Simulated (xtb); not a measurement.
A run for xtb: GFN2-xTB on C2H7F2N (a complex), monomers drawn apart or pushed together.

```
$ xtb mol.xyz --gfn 2 --sp --chrg 0 --uhf 0
12

C     -0.28235628    -0.60096315    -0.16686685
N      0.25922160     0.61472378     0.44706474
H     -1.03063703    -1.03298174     0.49794776
H      0.51842747    -1.33387373    -0.27681043
H     -0.74243522    -0.45189035    -1.15176554
H     -0.46966179     1.30864798     0.56599624
H      0.96804064     1.03219841    -0.14408010
F     -1.15025401    -1.29014938     4.19249887
C     -0.03686738    -0.56912605     4.53593056
F     -0.43125534     0.45301481     5.35292656
H      0.39391180    -0.15139509     3.62498034
H      0.62994555    -1.22279623     5.10101829
```

The head of its log:

```
[...]
           -------------------------------------------------
          |                Calculation Setup                |
           -------------------------------------------------



molecular fragmentation (1/2 indicates fragments):
111111122222
# atoms in fragment 1/2:     7     5
 fragment masses (1/2) :       31.06       52.02
CMA distance (Bohr)    :   8.770
constraining FC (au)   :  0.0500

           -------------------------------------------------
          |                 G F N 2 - x T B                 |
           -------------------------------------------------

        Reference                      10.1021/acs.jctc.8b01176
      * Hamiltonian:
        H0-scaling (s, p, d)           1.850000    2.230000    2.230000
        zeta-weighting                 0.500000
      * Dispersion:
        s8                             2.700000
        a1                             0.520000
        a2                             5.000000
        s9                             5.000000
      * Repulsion:
        kExp                           1.500000    1.000000
        rExp                           1.000000
      * Coulomb:
        alpha                          2.000000
        third order                    shell-resolved
        anisotropic                    true
        a3                             3.000000
        a5                             4.000000
        cn-shift                       1.200000
        cn-exp                         4.000000
        max-rad                        5.000000


          ...................................................
          :                      SETUP                      :
          :.................................................:
          :  # basis functions                  27          :
          :  # atomic orbitals                  27          :
          :  # shells                           17          :
          :  # electrons                        34          :
          :  max. iterations                   250          :
          :  Hamiltonian                  GFN2-xTB          :
          :  restarted?                      false          :
          :  GBSA solvation                  false          :
          :  PC potential                    false          :
          :  electronic temp.          300.0000000     K    :
          :  accuracy                    1.0000000          :
          :  -> integral cutoff          0.2500000E+02      :
          :  -> integral neglect         0.1000000E-07      :
          :  -> SCF convergence          0.1000000E-05 Eh   :
          :  -> wf. convergence          0.1000000E-03 e    :
          :  Broyden damping             0.4000000          :
          :  net charge                          0          :
          :  unpaired electrons                  0          :
          ...................................................

 iter      E             dE          RMSdq      gap      omega  full diag
   1    -20.3021351 -0.203021E+02  0.405E+00   11.10       0.0  T
   2    -20.3516995 -0.495644E-01  0.206E+00   11.39       1.0  T
```

### Question
What total energy does the run end on?

### Answer
-20.2065 hartree.
